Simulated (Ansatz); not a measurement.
`[CH3][Sn]([F])([F])[F]` + `Clc1ccsc1` → `[CH3][Sn]([F])([F])[Cl]` + `Fc1ccsc1`  (formal exchange of groups at the Sn–F bond)

Gas-phase electronic energies from Ansatz, PBE0-D4/def2-TZVP geometries. CBS: MP2 limit from def2 TZ/QZ plus the TZ coupled-cluster correction, frozen cores. This one scheme is used for every species. Functionals use def2-TZVPP. Elements past krypton have def2 core potentials. For Sn outer-core shells are correlated without core-valence functions, which leaves a few kJ/mol of doubt a bond.

```
    level  ΔE (kJ/mol)
revPBE-D4         -7.2
 PBE-QIDH        -13.2
```

Q: What does CCSD(T)/CBS give? (Best estimate.)

A: The calculation gave: -6.6 kJ/mol. The listed levels differ from it by -0.6, -6.6 kJ/mol.

Largest T1 diagnostic among the species: 0.014.

Leaving LDA and LC-ωPBE aside and taking each functional with its dispersion term where it has one, the values, not all of them listed here, spread over 13.9 kJ/mol, from BHLYP-D4 to revPBE-D4. LDA lies −6.1 kJ/mol from PBE without D4. From r2SCAN to r2SCAN0 (25 % exact exchange), in def2-TZVPP and without D4, ΔE moves by −4.1 kJ/mol.
